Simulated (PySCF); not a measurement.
# Relaxation of quintet RuOCl₂

Level of theory: PySCF, UPBE0, basis Ru def2-SVP with ECP28, O def2-SVP, Cl def2-SVP (scalar-relativistic core potentials, no spin–orbit coupling, density fitting). A (50,194) grid was used.

A hand-made trigonal planar start, of C2v symmetry, held to at least that symmetry:

Coordinates in bohr (charge 0 multiplicity 5):
```
Ru   -0.2564   -0.4442    0.0000
O    -1.8722   -3.2427    0.0000
Cl    3.9766   -0.4442    0.0000
Cl   -2.3729    3.2217    0.0000
```

At each step, columns x, y, z (Å) and Fx, Fy, Fz (eV/Å):

```
step 0  E − E(last) = 43.41 kJ/mol
Ru  -0.136  -0.235   0.000   0.269   0.456   0.000
O   -0.991  -1.716   0.000  -0.015  -0.014   0.000
Cl   2.104  -0.235   0.000   0.534  -0.601   0.000
Cl  -1.256   1.705   0.000  -0.787   0.159   0.000
step 1  E − E(last) = 28.93 kJ/mol
Ru  -0.110  -0.191   0.000   0.290   0.491   0.000
O   -0.967  -1.675   0.000   0.119   0.219   0.000
Cl   2.149  -0.318   0.000   0.034  -0.492   0.000
Cl  -1.350   1.703   0.000  -0.443  -0.218   0.000
step 2  E − E(last) = 9.89 kJ/mol
Ru  -0.046  -0.080   0.000   0.333   0.569   0.000
O   -0.900  -1.559   0.000   0.119   0.216   0.000
Cl   2.220  -0.509   0.000  -0.699  -0.117   0.000
Cl  -1.551   1.668   0.000   0.247  -0.667   0.000
step 3  E − E(last) = 5.00 kJ/mol
Ru  -0.016  -0.028   0.000   0.253   0.442   0.000
O   -0.868  -1.504   0.000   0.062   0.118   0.000
Cl   2.222  -0.582   0.000  -0.696   0.032   0.000
Cl  -1.615   1.634   0.000   0.380  -0.591   0.000
step 4  E − E(last) = 0.42 kJ/mol
Ru   0.010   0.017   0.000   0.102   0.172   0.000
O   -0.841  -1.457   0.000  -0.014  -0.015   0.000
Cl   2.191  -0.625   0.000  -0.229   0.025   0.000
Cl  -1.637   1.585   0.000   0.141  -0.183   0.000
step 5  E − E(last) = 0.00 kJ/mol
Ru   0.017   0.030   0.000  -0.001  -0.010   0.000
O   -0.834  -1.445   0.000   0.000   0.010   0.000
Cl   2.176  -0.634   0.000   0.017  -0.013   0.000
Cl  -1.637   1.568   0.000  -0.016   0.013   0.000
step 6  E − E(last) = 0.00 kJ/mol
Ru   0.018   0.032   0.000   0.003  -0.004   0.000
O   -0.833  -1.443   0.000  -0.003   0.004   0.000
Cl   2.177  -0.637   0.000  -0.004  -0.002   0.000
Cl  -1.640   1.567   0.000   0.004   0.002   0.000
```

It ends at C2v with Ru–Cl 2.260 Å (×2), Ru–O 1.703 Å; Cl–Ru–Cl 154.4°, Cl–Ru–O 102.8° (×2). The frequency run here used a shortcut that can spoil soft modes, so no verdict on minimum or saddle point is given. Other isomers or separated fragments may lie lower.

Other spin states or occupations of the open shell can lie lower. At this level a triplet minimum of C2v symmetry lies 52 kJ/mol below this structure.

The relaxation took roughly 50 core-seconds on a shared host.
